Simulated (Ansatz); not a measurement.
Ansatz (a first-principles code) input (CCSD(T)/aug-cc-pV(D+d)Z):
A basis named .json is the Basis Set Exchange file of that set.

Ansatz 0.2 input:
```yaml
crystal:
  periodic: [false, false, false]
  atoms:
    - {symbol: C, position_ang: [-2.48040729, 0.40872693, 0.71481260]}
    - {symbol: Si, position_ang: [-1.33739055, 0.33096234, -0.75702376]}
    - {symbol: C, position_ang: [-1.52904277, 1.81862576, -1.86090899]}
    - {symbol: C, position_ang: [-1.54990951, -1.26379895, -1.70057171]}
    - {symbol: O, position_ang: [0.23226468, 0.37386586, -0.18240493]}
    - {symbol: Si, position_ang: [1.37917216, -0.24882666, 0.71331665]}
    - {symbol: F, position_ang: [1.74808351, -1.71658756, 0.25931482]}
    - {symbol: F, position_ang: [0.95995920, -0.32678128, 2.23481759]}
    - {symbol: F, position_ang: [2.68955106, 0.62205193, 0.62325909]}
    - {symbol: H, position_ang: [-2.32230562, -0.44056143, 1.38314483]}
    - {symbol: H, position_ang: [-3.52579626, 0.39363292, 0.39737290]}
    - {symbol: H, position_ang: [-2.31814614, 1.32212579, 1.29075293]}
    - {symbol: H, position_ang: [-2.53649079, 1.86440777, -2.28124184]}
    - {symbol: H, position_ang: [-0.82030751, 1.78454161, -2.69082322]}
    - {symbol: H, position_ang: [-1.35432072, 2.74289360, -1.30645588]}
    - {symbol: H, position_ang: [-0.84615808, -1.32478227, -2.53324812]}
    - {symbol: H, position_ang: [-1.38143482, -2.12934124, -1.05603930]}
    - {symbol: H, position_ang: [-2.56028660, -1.34321364, -2.10883805]}
basis:
  gaussian:
    orbitals: aug-cc-pV_D+d_Z.json
magnetization: {spin_polarized: false}
correlation: {method: ccsd_t, electrons: outside_noble_gas}
output: {forces: true}
```

End of the output:

```
Atom 4 at     0.232265     0.373866    -0.182405 Å, force     0.182954     0.521754    -0.307630 eV/Å
Atom 5 at     1.379172    -0.248827     0.713317 Å, force    -0.108375    -0.055704    -0.002750 eV/Å
Atom 6 at     1.748084    -1.716588     0.259315 Å, force     0.212839    -0.793796    -0.234066 eV/Å
Atom 7 at     0.959959    -0.326781     2.234818 Å, force    -0.210502    -0.047633     0.827592 eV/Å
Atom 8 at     2.689551     0.622052     0.623259 Å, force     0.694330     0.470538    -0.054357 eV/Å
Atom 9 at    -2.322306    -0.440561     1.383145 Å, force     0.068918    -0.392187     0.304896 eV/Å
Atom 10 at    -3.525796     0.393633     0.397373 Å, force    -0.484108    -0.004164    -0.136550 eV/Å
Atom 11 at    -2.318146     1.322126     1.290753 Å, force     0.071117     0.418388     0.262418 eV/Å
Atom 12 at    -2.536491     1.864408    -2.281242 Å, force    -0.456346     0.022848    -0.191893 eV/Å
Atom 13 at    -0.820308     1.784542    -2.690823 Å, force     0.317444    -0.015854    -0.380603 eV/Å
Atom 14 at    -1.354321     2.742894    -1.306456 Å, force     0.073757     0.421614     0.250847 eV/Å
Atom 15 at    -0.846158    -1.324782    -2.533248 Å, force     0.319094    -0.027843    -0.382186 eV/Å
Atom 16 at    -1.381435    -2.129341    -1.056039 Å, force     0.072685    -0.397851     0.296395 eV/Å
Atom 17 at    -2.560287    -1.343214    -2.108838 Å, force    -0.461748    -0.044299    -0.193803 eV/Å
Dipole moment:    -0.553010     0.101653    -0.287111 e Å
```
